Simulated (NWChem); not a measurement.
CH4BI; SMILES CBI

Computed with NWChem. Coordinates come from a PBE0/def2-SVP optimisation. def2 effective core potentials on I; no spin-orbit coupling. B3LYP is NWChem's, with the RPA form of VWN correlation. Ions are spin-unrestricted doublets at the neutral geometry; other ion states weren't tried.

```json
[
 {"level": "B3LYP/def2-SVPD", "vertical ionisation energy, ΔSCF (eV)": "…", "−ε(HOMO) (eV)": "…", "ΔSCF minus −ε(HOMO) (eV)": "…"},
 {"level": "PBE/def2-SVPD", "vertical ionisation energy, ΔSCF (eV)": "9.48", "−ε(HOMO) (eV)": "6.25", "ΔSCF minus −ε(HOMO) (eV)": "3.23"},
 {"level": "M06-2X/def2-SVPD", "vertical ionisation energy, ΔSCF (eV)": "9.58", "−ε(HOMO) (eV)": "8.49", "ΔSCF minus −ε(HOMO) (eV)": "1.09"},
 {"level": "r2SCAN/def2-SVPD", "vertical ionisation energy, ΔSCF (eV)": "9.59", "−ε(HOMO) (eV)": "6.51", "ΔSCF minus −ε(HOMO) (eV)": "3.08"},
 {"level": "BHandHLYP/def2-SVPD", "vertical ionisation energy, ΔSCF (eV)": "9.63", "−ε(HOMO) (eV)": "8.34", "ΔSCF minus −ε(HOMO) (eV)": "1.29"}
]
```

Complete the blanks.


- B3LYP/def2-SVPD, vertical ionisation energy, ΔSCF (eV): 9.66
- B3LYP/def2-SVPD, −ε(HOMO) (eV): 7.14
- B3LYP/def2-SVPD, ΔSCF minus −ε(HOMO) (eV): 2.52
